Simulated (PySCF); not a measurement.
**Orbital picture of GaGe⁺**

PBE at R = 2.904 Å; PySCF, no relativity, basis sets Ga pcseg-1, Ge pcseg-1. State: ³Π (triplet), unpaired electrons σ ↑, π ↑. Only the outer orbitals are listed, counted within each symmetry.

| spin | orbital | occ. | ε (eV) | on Ga (%) | main shells (%) |
| --- | --- | --- | --- | --- | --- |
| α | 13σ | 1 | -17.88 | 9 | 89 Ge s |
| α | 14σ | 1 | -14.65 | 83 | 83 Ga s, 10 Ge s |
| α | 15σ | 1 | -10.41 | 37 | 62 Ge p, 28 Ga p |
| α | 7π | 1 | -10.02 | 13 | 87 Ge p, 12 Ga p |
| α | 7π | 0 | -9.89 | 14 | 86 Ge p, 13 Ga p |
| α | 8π | 0 | -7.76 | 87 | 87 Ga p, 12 Ge p |
| α | 8π | 0 | -7.73 | 86 | 86 Ga p, 13 Ge p |
| β | 13σ | 1 | -16.76 | 15 | 83 Ge s, 12 Ga s |
| β | 14σ | 1 | -14.10 | 81 | 81 Ga s, 14 Ge s |
| β | 7π | 0 | -9.31 | 19 | 80 Ge p, 18 Ga p |
| β | 15σ | 0 | -9.18 | 41 | 57 Ge p, 35 Ga p |
| β | 7π | 0 | -8.64 | 35 | 65 Ge p, 33 Ga p |

Which are the highest filled and the lowest empty level, where do they sit, and how wide is the gap?

Highest filled α 7π at -10.02 eV (in %: 87 Ge p, 12 Ga p); lowest empty α 7π at -9.89 eV (in %: 86 Ge p, 13 Ga p); the gap at PBE is 0.13 eV. Both belong to one degenerate shell, split only by its one-sided filling, so this is no excitation gap.

| Quantity | Value |
| --- | --- |
| bond order (Mayer) | 0.79 |
| ⟨S²⟩ | 2.003 |
| charge on Ga (Mulliken, basis-dependent) | 0.62 |
| charge on Ga (Löwdin, basis-dependent) | 0.51 |
| dipole moment (positive dipole points towards Ge; it is taken about the centre of mass and depends on that origin) | -1.27 D |
| polarisability along the bond | 107.3 bohr³ |
| polarisability across the bond | 39.7 bohr³ |

Spin–orbit coupling is left out. The state was picked by a PBE0 search and need not be the measured ground state.
